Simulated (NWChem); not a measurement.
Molecule: C3H5FSi; SMILES FC=C=C[SiH3]

Computed with NWChem. Medium grid unless said otherwise, to which SCAN and Minnesota functionals are sensitive. The geometry was optimised at B3LYP/6-31G* (spherical d). Total energies of different functionals are on different scales.

```
level            energy (Ha)  highest occupied level (eV)  orbital gap (eV)  dipole (D)
---------------  -----------  ---------------------------  ----------------  ----------
PBE/def2-SVP       -505.9217                        -5.93              4.01        1.35
B3LYP/def2-SVP     -506.3476                        -6.97              5.86        1.53
r2SCAN/def2-SVP    -506.1788                        -6.24              4.42        1.50
BLYP/def2-SVP      -506.2564                        -5.75              4.05        1.35
PW6B95/def2-SVP    -506.8374                        -7.33              6.46        1.59
TPSSh/def2-SVP     -506.3563                        -6.53              5.13        1.48
```
